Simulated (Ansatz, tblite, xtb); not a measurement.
# MoHS2OF (SMILES [OH][Mo]([F])(=[S])=[S]): the dipole moment, rung by rung

The species is MoHS2OF (6 atoms), meant as a singlet with charge 0. As SMILES, `[OH][Mo]([F])(=[S])=[S]`. The coordinates come from a PBE0-D4/def2-TZVP relaxation. This is one conformer, not always the lowest.

```tsv
atom	x (Å)	y (Å)	z (Å)
O	-1.1371	0.4251	0.8507
Mo	0.2389	-0.2926	-0.1585
F	1.4113	-1.2455	0.8865
S	-0.6007	-1.5516	-1.6048
S	1.2681	1.2485	-1.1311
H	-1.1384	1.3520	1.1110
```

Each level gives the dipole moment (D). The values are calculated.

| level | kind | program | value (D) | CPU time |
| --- | --- | --- | --- | --- |
| GFN2-xTB | semi-empirical | tblite | 4.32 | under 2 s |
| GFN1-xTB | semi-empirical | tblite | 4.23 | under 2 s |
| IPEA1-xTB | semi-empirical | tblite | 4.90 | under 2 s |
| GFN0-xTB | semi-empirical | xtb | 8.89 | under 2 s |
| HF/STO-3G | Hartree–Fock | Ansatz | 1.97 | 3.4 s |
| HF/3-21G | Hartree–Fock | Ansatz | 2.70 | 4.8 s |
| HF/def2-SVP (core potential) | Hartree–Fock | Ansatz | 2.43 | 4.7 s |
| BLYP/def2-SVPD (core potential) | GGA | Ansatz | 2.25 | 12 s |
| PBE0/def2-SVP (core potential) | global hybrid | Ansatz | 2.46 | 9.6 s |
| CAM-B3LYP/def2-SVPD (core potential) | range-separated hybrid | Ansatz | 2.26 | 19 s |

All-electron rows without a relativistic Hamiltonian named are non-relativistic, while core potentials hold scalar relativity, so basis and relativity change together. The values span 1.97 to 8.89 D. Sets without polarisation functions give poor dipoles. Without the sets that lack polarisation functions the rows with a basis span only 2.25 to 2.46 D. Times are those of the runs behind each value, whatever else they computed, on shared processors of several kinds: orders of magnitude only.
